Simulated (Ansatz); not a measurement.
The same group exchange along the group O, S, Se.

Isolated molecules relaxed with PBE0-D4/def2-TZVP in Ansatz; ΔE leaves out vibrations. CBS: MP2 limit from def2 TZ/QZ plus the TZ coupled-cluster correction, frozen cores. This one scheme is used for every species. DFT in def2-TZVPP. For Ge, Se outer-core shells are correlated without core-valence functions, which leaves a few kJ/mol of doubt a bond. Scalar relativity is left out up to krypton. Each species was taken in one conformer, which may not be the lowest.

| reaction | B2PLYP (kJ/mol) | CCSD(T)/CBS(def2) (kJ/mol) |
| --- | --- | --- |
| `[OH][GeH]([Cl])[Cl]` + `O[SiH2]O` → `O[SiH](O)O` + `[Cl][GeH2][Cl]` | -77 | -80 |
| `[SH][GeH]([Cl])[Cl]` + `S[SiH2]S` → `S[SiH](S)S` + `[Cl][GeH2][Cl]` | -15 | -18 |
| `[Cl][GeH]([Cl])[SeH]` + `[SeH][SiH2][SeH]` → `[SeH][SiH]([SeH])[SeH]` + `[Cl][GeH2][Cl]` | -2 | -8 |

Largest T1 diagnostic: 0.012, for `S[SiH](S)S`.
